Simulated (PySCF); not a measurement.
H4Si2 (SMILES [SiH][SiH3]), singlet, geometry from GFN2-xTB.

Input for PySCF:
```python
from pyscf import gto, scf, dft

mol = gto.Mole()
mol.atom = '''
    Si   -0.288906    0.946481    0.771451
    H     0.382608    2.122327    0.129654
    Si    0.207329   -0.807678   -0.597427
    H     0.996315   -0.861303   -1.840963
    H    -1.091687   -1.388386   -0.989240
    H     0.854851   -1.815878    0.264216
'''
mol.basis = 'def2-svpd'
mol.charge = 0
mol.spin = 0
mol.verbose = 4
mol.build()

mf = dft.RKS(mol)
mf.xc = 'r2scan'
mf = mf.density_fit(auxbasis='def2-universal-jkfit')
mf.kernel()
```

Problem. Estimate the HOMO-LUMO gap that PySCF with DF-R2SCAN/def2-SVPD returns for this input.

Solution. 1.60 eV

Problem. What is the computed nuclear repulsion energy (DF-R2SCAN/def2-SVPD)?

Solution. 76.0989 Eh

Problem. Predict the total energy from DF-R2SCAN/def2-SVPD.

Solution. -581.0556 Eh
